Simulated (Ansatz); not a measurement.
Consider the hydrogenolysis of a Ga–S bond: `[OH][Ga]([OH])[SH]` + H₂ → `[OH][GaH][OH]` + H₂S.

Computed with Ansatz on PBE0-D4/def2-TZVP structures; ΔE is electronic, products minus reactants. CCSD(T)/CBS is the MP2 limit (def2-TZVPP, def2-QZVPP) plus CCSD(T) − MP2 in def2-TZVPP, frozen cores. This one scheme is used for every species. DFT in def2-TZVPP. B3LYP here is the variant with VWN-RPA as its local correlation; programs differ in this. For Ga outer-core shells are correlated without core-valence functions, which leaves a few kJ/mol of doubt a bond. Scalar relativity is left out up to krypton. One conformer a species, not always the lowest.

CCSD(T)/CBS gives +0.68 eV.

Question: Another level gave +0.63 eV. Which?
A. SCS-MP2/def2-TZVPP
B. MP2/def2-TZVPP
C. B3LYP/def2-TZVPP
D. PBE0/def2-TZVPP

Answer: D. PBE0 0.63, SCS-MP2/def2-TZVPP 0.67, B3LYP 0.57, MP2/def2-TZVPP 0.75 eV.

Largest T1 diagnostic among the species: 0.015.

In def2-TZVPP, CCSD(T) changes the Hartree–Fock value by +0.13 eV (the triples alone add +0.05 eV) and MP2 by +0.22 eV. The D4 term adds +0.08 eV with B3LYP and +0.05 eV with PBE0; it sums over pairs of atoms, weighted by their polarisabilities, and B3LYP, whose exchange is more repulsive, gets the larger term.
